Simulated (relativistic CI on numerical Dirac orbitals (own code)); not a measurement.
**Rh3+: L-alpha,beta X-ray emission**

Computed with this model: Dirac-Coulomb-Breit CI, KLI orbitals optimised for each configuration, model QED (radiative potential, 1s self-energy scaled to tabulated hydrogen-like ionisation energies), multiplet model of X-ray emission after core ionisation, unscaled Slater integrals; configurations [Kr] 4d6 → [He] 2s2 2p5 3s2 3p6 3d10 4s2 4p6 4d6 → [Ar] 3d9 4s2 4p6 4d6; 300 K; Lorentzian 2 eV and Gaussian 0.6 eV FWHM. Energies are those of the free ion, without screening or charge transfer. S is read from ⟨S²⟩ = S(S + 1).

free ion: ground-state S = 1.99, centroid 2744.81 eV. Peaks (eV, height): 2698.4 (100), 2830.4 (10), 2837.0 (39).

Strongest unbroadened transitions for free ion:

```
Energy (eV)  Relative strength
    2696.72                6.9
    2697.34               18.9
    2697.74               21.5
    2698.01                6.2
    2698.27               19.7
    2698.46               12.3
    2698.50              100.0
    2698.82               19.6
    2698.93               27.8
    2699.06                7.3
    2699.26                8.6
    2830.40               10.7
    2835.91                6.6
    2836.03                7.6
    2836.39                6.9
    2837.24                8.1
    2837.63               10.6
    2837.79               22.9
```
